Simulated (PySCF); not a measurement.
PySCF input for HNaO, SMILES [OH][Na], IEF-PCM-ωB97X/def2-TZVPD. Geometry: ωB97X-D3(BJ)/def2-TZVPD. The isomer is the one that the SMILES or the coordinates give; other isomers of the formula were not compared.

```python
import numpy as np
from pyscf import gto, scf, dft
from pyscf.solvent import pcm

mol = gto.M(
    atom='''
    Na    0.00000000    0.00000000   -0.92386655
    O     0.00000000    0.00000000    1.02331020
    H     0.00000000    0.00000000    1.97605051
    ''',
    basis='def2-TZVPD',
    charge=0,
    spin=0,
    max_memory=1600,
    verbose=3,
)
mf = dft.RKS(mol, xc='wb97x').density_fit(auxbasis='def2-universal-jkfit')
mf.grids.level = 3
mf.conv_tol = 1e-9
mf.max_cycle = 100
mf.kernel()
res = {}
for name, eps in {'water': 78.355, '1-octanol': 9.8629, 'ethanol': 24.852}.items():
    s = mf.PCM()
    s.with_solvent.method, s.with_solvent.eps, s.with_solvent.lebedev_order = 'IEF-PCM', eps, 29
    s.kernel(mf.make_rdm1())
    res[name] = (s.e_tot, eps, s.dip_moment(), s.mo_energy, s.converged)
    print(f'{name}: electrostatic solvation free energy {(s.e_tot - mf.e_tot) * 627.509474:.3f} kcal/mol')
```

Log of the run:

```
converged SCF energy = -238.137896955141

WARN: PCM is an experimental feature. It is still in testing.
Features and APIs may be changed in the future.

converged SCF energy = -238.166071338433
Dipole moment(X, Y, Z, Debye): -0.00000, -0.00000, -7.21769
water: electrostatic solvation free energy -17.680 kcal/mol

WARN: PCM is an experimental feature. It is still in testing.
Features and APIs may be changed in the future.

converged SCF energy = -238.162298014973
Dipole moment(X, Y, Z, Debye):  0.00000, -0.00000, -7.16690
1-octanol: electrostatic solvation free energy -15.312 kcal/mol

WARN: PCM is an experimental feature. It is still in testing.
Features and APIs may be changed in the future.

converged SCF energy = -238.164861430516
Dipole moment(X, Y, Z, Debye): -0.00000,  0.00000, -7.20177
ethanol: electrostatic solvation free energy -16.920 kcal/mol
```

The run converged.
